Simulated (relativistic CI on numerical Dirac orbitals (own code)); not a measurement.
**Fe3+ in a cubic cluster: 1s photoemission with charge transfer**

Computed with a charge-transfer multiplet model of a cubic metal-ligand cluster with up to 2 ligand holes, Slater and spin-orbit integrals from Dirac-Coulomb-Breit ions, Slater integrals scaled by 0.8. The parameters are those of a tetrahedral site (10Dq negative, t2 hopping the larger). The ground state mixes d5 with configurations of k ligand holes L, whose averages lie at kΔ + k(k − 1)U_dd/2; a core hole lowers each added d electron by U_cd. 300 K, Lorentzian 1.1 eV and Gaussian 0.6 eV FWHM.

Atomic integrals in eV (Slater integrals scaled, ζ unscaled), ground: F2dd 9.587, F4dd 5.993, zeta_d 0.056; with the core hole: F2dd 10.923, F4dd 6.860, zeta_d 0.082, G2cd 0.060.

Cluster parameters (eV): Δ = 4.6, U_dd = 7, U_cd = 8.3, 10Dq(ligand) = 0, V(eg) = 1.68, V(t2g) = -2.85, final-state hopping factor = 0.9.

```
          Case   n_d    d5   d6L  d7L2     S
10Dq = -1.3 eV  5.32  0.70  0.27  0.02  2.50
10Dq = -0.7 eV  5.32  0.70  0.28  0.02  2.50
10Dq = -0.4 eV  5.32  0.70  0.28  0.02  2.50
```

Weights, n_d and S are thermal averages at 300 K. Binding energies count from the first peak over 30 % of the highest in each spectrum, which can be another peak from case to case. The parameters are a model scan and need not match a compound or its usual spin state. Peaks in eV (height, largest 100):
- 10Dq = -1.3 eV: 0.0 (100), 3.5 (6), 9.0 (25)
- 10Dq = -0.7 eV: 0.0 (100), 8.9 (25)
- 10Dq = -0.4 eV: 0.0 (100), 8.9 (26)

Curve for 10Dq = -0.4 eV (points under 2 left out, the grid thinned):

```tsv
E (eV)	Intensity
-3.6	2.7
-3.3	3.2
-2.9	4.1
-2.6	5.1
-2.3	6.4
-1.9	9.2
-1.6	12.7
-1.2	21.2
-0.9	33.5
-0.6	54.7
-0.2	91.0
0.1	99.5
0.4	80.4
0.8	44.6
1.1	27.5
1.4	18.0
1.8	11.2
2.1	8.4
2.5	6.1
2.8	5.0
3.1	4.3
3.5	3.8
3.8	3.6
4.1	3.3
4.5	2.8
4.8	2.4
5.1	2.2
5.5	2.1
5.8	2.1
6.2	2.2
6.5	2.4
6.8	2.7
7.2	3.6
7.5	4.8
7.8	6.9
8.2	12.5
8.5	19.3
8.8	25.0
9.2	22.5
9.5	15.5
9.9	8.2
10.2	5.4
10.5	3.7
10.9	2.5
11.2	2.0
```

For the case 10Dq = -0.4 eV, Δ = 4.6 eV is smaller than U_dd = 7 eV, the charge-transfer side of the Zaanen-Sawatzky-Allen scheme. With the core hole the average of the configuration with one ligand hole lies at Δ − U_cd = -3.7 eV before mixing: the effective hopping of about 4.7 eV (from the holes of the mixed ground state) is comparable with this gap or larger, so the configurations mix strongly.
